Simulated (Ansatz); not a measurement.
`ClC[SiH](Cl)I` + H₂S → `S[SiH](Cl)CCl` + HI at 700 K and 1 bar (ligand exchange at the Si–I bond).

Calculated with Ansatz (gas phase, PBE0-D4/def2-TZVP geometries, no zero-point term in ΔE). CCSD(T)/CBS is the MP2 limit (def2-TZVPP, def2-QZVPP) plus CCSD(T) − MP2 in def2-TZVPP, frozen cores. This one scheme is used for every species. Elements past krypton have def2 core potentials. For I outer-core shells are correlated without core-valence functions, which leaves a few kJ/mol of doubt a bond. One conformer a species, not always the lowest.

```
        species  CCSD(T)/CBS energy (Eh)  H − E (kJ/mol)  S (J/(mol·K))
`ClC[SiH](Cl)I`              -1546.03243           177.3          486.4
            H₂S               -398.97279            64.8          236.9
`S[SiH](Cl)CCl`              -1646.95956           206.7          488.6
             HI               -298.03592            34.6          231.7
```

H − E and S are ideal-gas, rigid-rotor, harmonic terms from PBE0-D4/def2-TZVP, for one conformer and one mirror image of each species. 1 Eh = 2625.50 kJ/mol, R = 8.31446 J/(mol·K).

Problem. By hand: ΔE, ΔH, ΔS and ΔG.

Solution. ΔE = (-1646.95956) + (-298.03592) − (-1546.03243) − (-398.97279) = 0.00974 Eh = 25.6 kJ/mol. Δ(H − E) = 206.7 + 34.6 − 177.3 − 64.8 = -0.8, so ΔH = 24.8 kJ/mol. ΔS = 488.6 + 231.7 − 486.4 − 236.9 = -3.0 J/(mol·K). ΔG = 24.8 − 700 × (-3.0)/1000 = 26.9 kJ/mol.

Problem. By hand: the equilibrium constant, and the temperature at which ΔG would vanish if ΔH and ΔS stayed fixed.

Solution. log₁₀ K = −ΔG/(RT ln 10) = -2.0. ΔH and −TΔS have one sign here, so there is no such temperature.

The number of gas molecules stays the same, so ΔS is small and ΔH decides. A doubt of 5 kJ/mol in ΔE shifts log₁₀ K by 0.4 here. Other conformers and mirror images would add mixing entropy, several J/(mol·K) or more a flexible species. Modes under 60 cm⁻¹, often nearly free rotors, make the harmonic entropy too high. These are equilibria of isolated gas molecules and say nothing of rates. Largest T1 diagnostic: 0.010 (customary marks: 0.02 for closed shells, 0.045 for open ones).

ΔS is within the doubt of such terms, so its sign, and with it that verdict, could turn.
